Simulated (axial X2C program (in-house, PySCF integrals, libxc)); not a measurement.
Outer orbitals of TaN⁺ at 1.642 Å, PBE0

Calculated with an axial X2C code built on PySCF integrals. Spin-free means the one-electron spin-free X2C Hamiltonian; two-component (2c) means X2C with spin–orbit coupling and atomic mean-field two-electron Coulomb and Gaunt terms, so the difference of the two also holds small scalar two-electron terms. Basis: Ta dyall-cv3z [13s14p9d7f4g], N dyall-av3z [7s7p3d2f] (cores contracted in-house); Gaussian nuclei, density fitting, unrestricted open shells. Masses: Ta 180.948 u, N 14.003 u.

The distance is close to the 2c PBE0 minimum; the highest filled and lowest empty levels are listed.

Spin-free orbitals, state M_S = 1/2, Λ = 0 (beyond evenly filled blocks: σα) (Löwdin shares):

```tsv
symmetry	occupied	ε (eV)	atomic character
σβ	yes	-25.93	59% N s, 19% Ta d, 9% Ta p
σα	yes	-25.82	59% N s, 19% Ta d, 8% Ta p
π-α	yes	-15.48	48% N p, 45% Ta d
π+α	yes	-15.48	48% N p, 45% Ta d
π+β	yes	-15.43	52% N p, 41% Ta d, 2% Ta f
π-β	yes	-15.43	52% N p, 41% Ta d, 2% Ta f
σα	yes	-14.85	47% N p, 36% Ta d, 9% N s
σβ	yes	-14.64	54% N p, 30% Ta d, 8% N s
σα	yes	-12.99	54% Ta s, 22% N p, 10% Ta d
δ-α	no	-10.59	95% Ta d, 3% N d, 2% N f
δ+α	no	-10.59	95% Ta d, 3% N d, 2% N f
σβ	no	-10.16	55% Ta s, 16% N p, 14% Ta d
δ-β	no	-9.80	95% Ta d, 3% N d, 2% N f
δ+β	no	-9.80	95% Ta d, 3% N d, 2% N f
```

Spinors with spin–orbit coupling (state Ω = 1/2):

```
   ω  occupied  ε (eV)             atomic character    λ mixture
-1/2       yes  -25.93   58% N s, 19% Ta d, 9% Ta p       100% σ
 1/2       yes  -25.82   59% N s, 19% Ta d, 9% Ta p       100% σ
-1/2       yes  -15.59    48% N p, 45% Ta d, 2% N d  98% π, 2% σ
 1/2       yes  -15.55   51% N p, 41% Ta d, 2% Ta f  96% π, 4% σ
 3/2       yes  -15.44   48% N p, 45% Ta d, 2% Ta f       100% π
-3/2       yes  -15.39   52% N p, 41% Ta d, 2% Ta f       100% π
 1/2       yes  -14.84    48% N p, 35% Ta d, 8% N s  96% σ, 4% π
-1/2       yes  -14.64    54% N p, 30% Ta d, 8% N s  98% σ, 2% π
 1/2       yes  -12.98  54% Ta s, 22% N p, 10% Ta d       100% σ
-3/2        no  -10.82     94% Ta d, 3% N d, 2% N f  99% δ, 1% π
 5/2        no  -10.37     95% Ta d, 3% N d, 2% N f       100% δ
-1/2        no  -10.16  55% Ta s, 16% N p, 14% Ta d       100% σ
 3/2        no  -10.04     94% Ta d, 3% N d, 2% N f  99% δ, 1% π
```

Question: How does the gap between the highest filled and lowest empty level change from the spin-free to the 2c table?

Answer: From 2.40 to 2.16 eV at PBE0, a change of -0.24 eV.

Mulliken charges and populations of the two-component result (they depend on the basis, above all on diffuse functions):

Ta 1.36 e (s 10.84 p 24.04 d 22.72 f 14.04), N -0.36 e (s 3.85 p 3.40 d 0.09 f 0.01). ⟨Lz⟩ = 0.00 ħ and ⟨Sz⟩ = 0.50 ħ (0.55 and -0.05 on the two atoms), which add up to Ω.

The state is one determinant whose occupation by symmetry is held fixed; it was picked as the lowest of a PBE0 search that is not exhaustive. Density functionals use the spin component along the axis (collinear). PBE0 can misorder states that lie within some tenths of an eV, so this need not be the ground state of the molecule. The nearest other spin-free determinant of the search, M_S = 1/2, Λ = 2, lies 0.28 eV up at the distance of the search. The determinant is spin-polarised beyond a pure state at some levels (its spin-free form has ⟨S²⟩ too high), which makes Re and μ there less reliable.
